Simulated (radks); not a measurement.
Spherical jellium clusters: N electrons in a uniform positive sphere of charge N and radius rs N^(1/3), rs = 3.37 bohr. Level of theory: non-relativistic Kohn-Sham, LDA (Slater exchange, Perdew-Wang correlation), spin-polarised, spherical densities (a radial shooting solver with Libxc functionals). Levels are named by radial order and angular momentum (1s, 1p, 1d, 2s, ...), and open shells are averaged over m. Each electron was tried in the lowest free levels, single moves between levels near the top were tried too, and the lowest total energy was kept; such a search can miss a lower state. Energies include the self-energy of the background; IP and EA are vertical (highest electron removed, lowest free level filled), at fixed background; spill-out counts the electrons outside the background radius R, and alpha is the static dipole polarisability from linear response (closed shells only). A dash means not computed or, for alpha, an open shell; in EA it means that no bound solution was reached, which is typical of self-interaction and does not show that the anion is unstable. Real open-shell clusters deform, which this model forbids.

N	open shells	2S	E/N (eV)	E(N+1) + E(N-1) - 2E(N) (eV)	IP (eV)	EA (eV)	-e(HOMO) (eV)	spill-out (e)	alpha/R^3
1	1s(up 1, down 0)	1	-1.041	-	-	-	3.337	0.45	-
2	none	0	-1.604	1.445	6.005	-	3.646	0.63	1.797
3	1p(up 1, down 0)	1	-1.310	-0.763	4.113	-	2.253	0.97	-
4	1p(up 2, down 0)	2	-1.354	-0.580	4.814	-	2.898	1.17	-
5	1p(up 3, down 0)	3	-1.496	0.323	5.222	-	3.325	1.31	-
6	1p(up 3, down 1)	2	-1.537	-0.469	4.737	-	3.027	1.47	-
7	1p(up 3, down 2)	1	-1.633	-0.346	5.112	1.794	3.400	1.59	-
8	none	0	-1.749	1.614	5.361	-	3.669	1.70	1.538
9	1d(up 1, down 0)	1	-1.659	-0.330	3.658	-	2.156	1.91	-
10	1d(up 2, down 0)	2	-1.621	-0.290	3.984	-	2.487	2.07	-
11	1d(up 3, down 0)	3	-1.616	-0.253	4.242	-	2.756	2.21	-
12	1d(up 4, down 0)	4	-1.632	-0.220	4.450	1.575	2.979	2.32	-
13	1d(up 5, down 0)	5	-1.663	0.391	4.622	-	3.167	2.42	-
14	1d(up 5, down 1)	4	-1.662	-0.230	4.183	1.472	2.800	2.54	-
15	1d(up 5, down 2)	3	-1.676	-0.199	4.384	1.686	3.010	2.65	-
16	1d(up 5, down 3)	2	-1.701	-0.174	4.551	1.871	3.187	2.75	-
17	1d(up 5, down 4)	1	-1.734	-0.153	4.691	2.032	3.339	2.84	-
18	none	0	-1.771	0.245	4.810	1.848	3.471	2.92	1.409
19	2s(up 1, down 0)	1	-1.791	0.211	4.532	1.721	3.230	3.10	-
20	none	0	-1.799	0.708	4.328	-	3.072	3.32	1.451
21	1f(up 1, down 0)	1	-1.772	-0.162	3.648	1.212	2.411	3.43	-
22	1f(up 2, down 0)	2	-1.755	-0.149	3.793	1.370	2.563	3.53	-
23	1f(up 3, down 0)	3	-1.746	-0.138	3.921	1.513	2.700	3.63	-
24	1f(up 4, down 0)	4	-1.744	-0.127	4.036	1.643	2.824	3.71	-
25	1f(up 5, down 0)	5	-1.747	-0.118	4.140	1.763	2.936	3.79	-
26	1f(up 6, down 0)	6	-1.754	-0.109	4.234	1.872	3.039	3.86	-
27	1f(up 7, down 0)	7	-1.764	0.351	4.319	1.533	3.133	3.93	-
28	1f(up 7, down 1)	6	-1.762	-0.121	3.945	1.662	2.790	4.02	-
29	1f(up 7, down 2)	5	-1.763	-0.111	4.051	1.780	2.903	4.09	-
30	1f(up 7, down 3)	4	-1.769	-0.103	4.147	1.888	3.005	4.17	-
31	1f(up 7, down 4)	3	-1.777	-0.096	4.234	1.988	3.099	4.24	-
32	1f(up 7, down 5)	2	-1.788	-0.089	4.313	2.081	3.186	4.31	-
33	1f(up 7, down 6)	1	-1.800	-0.083	4.386	2.167	3.266	4.38	-
34	none	0	-1.815	0.434	4.453	1.778	3.340	4.44	1.322
35	2p(up 1, down 0)	1	-1.816	-0.052	4.003	1.871	2.925	4.62	-
36	2p(up 2, down 0)	2	-1.819	-0.043	4.073	1.953	3.000	4.79	-
37	2p(up 3, down 0)	3	-1.823	0.239	4.132	1.764	3.065	4.97	-
38	2p(up 3, down 1)	2	-1.820	-	3.907	1.864	2.873	5.17	-

All shells are closed at N = 2, 8, 18, 20, 34 (there: 1s2 1p6 1d10 2s2 1f14); the second difference of the energy has clear peaks (12 % above both neighbours; the first and last values, which can be the largest, are not judged, and half-filled shells can peak too) at N = 5, 8, 13, 18, 20, 27, 34.
